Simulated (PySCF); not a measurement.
Dipole response of Te⁴⁷⁺ (tellurium, charge +47)

[He] 2s2 2p1, 2P determinant. All numbers are calculated (PySCF 2.14, the spin-free X2C one-electron Hamiltonian (Gaussian nucleus), in an even-tempered Gaussian basis (19 s from 22 bohr⁻², ratio 2.2; 12 p from 28 bohr⁻², ratio 2.2; 5 d from 110 bohr⁻², ratio 2.4; 5 f from 160 bohr⁻², ratio 2.4; 4 g from 240 bohr⁻², ratio 2.4)). Coupled (time-dependent) response in atomic units; α is the mean over directions.

```tsv
method	mean α (bohr³)	α xx, yy, zz	C₆ (like pair)	S(−4)
UHF	0.0007433	0.0008520, 0.0005260, 0.0008520	7.235e-06	3.149e-06
PBE0	0.0007329	0.0008416, 0.0005156, 0.0008416	7.076e-06	3.076e-06
```

S(−4) is the Cauchy moment in α(ω) = α(0) + S(−4) ω² + …

Spin-orbit coupling is absent.

α(iu) at UHF:

| u (hartree) | α(iu) (bohr³) |
| --- | --- |
| 0 | 0.0007433 |
| 2.00 | 0.0007309 |
| 4.00 | 0.0006964 |
| 8.00 | 0.0005874 |
| 12.0 | 0.0004696 |
| 16.0 | 0.0003710 |
| 20.0 | 0.0002964 |
| 30.0 | 0.0001857 |
| 40.0 | 0.0001323 |
| 60.0 | 8.620e-05 |
| 100 | 5.601e-05 |

A single London oscillator, α(iu) = α/(1 + u²/ω²), gives C₆ = (3/4) ω α². Matching the computed C₆ needs ω = 4 × 7.235e-06 / (3 × 0.0007433²) = 17.5 hartree.

For an ion, C₆ is the dispersion term alone; charge-induced terms of lower order in 1/R come first.

The components differ because the open shell of this determinant is not spherical; for a pure term their mean is the scalar polarisability.

Spin-orbit coupling, absent here, splits the open shell strongly.
